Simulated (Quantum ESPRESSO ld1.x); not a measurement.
The numbers below are computed, except where a source is named.
Q: The rubidium ion Rb23+, configuration [He] 2s2 2p4 3s2 3p2 4f2 (not the ground configuration). Code: ld1.x of Quantum ESPRESSO 7.5. Model: Dirac Kohn-Sham, LDA (Slater exchange, Perdew-Zunger correlation), spin-unpolarised, spherical densities, point nucleus; open shells are shared between the two j in proportion to 2j + 1. Some entries of the table are withheld. Estimate them.

| orbital | occ. | eigenvalue (eV) | <r> (bohr) | <r^2> (bohr^2) |
|---|---|---|---|---|
| 1s1/2 | 2 | -16354.7 | (1) | 0.002185 |
| 2s1/2 | 2 | -3188.91 | 0.1722 | 0.03488 |
| 2p1/2 | 1.33333 | -3039.42 | 0.1465 | 0.02616 |
| 2p3/2 | 2.66667 | -2973.63 | 0.1503 | 0.02739 |
| 3s1/2 | 2 | -1174.55 | (2) | 0.2052 |
| 3p1/2 | 0.666667 | -1121.05 | 0.4062 | 0.1904 |
| 3p3/2 | 1.33333 | -1105.39 | 0.4121 | 0.1959 |
| 4f5/2 | 0.857143 | -502.658 | 0.6920 | 0.5361 |
| 4f7/2 | 1.14286 | -502.172 | 0.6931 | 0.5377 |

A: 
(1) 1s1/2 <r> (bohr): 0.04028
(2) 3s1/2 <r> (bohr): 0.4247
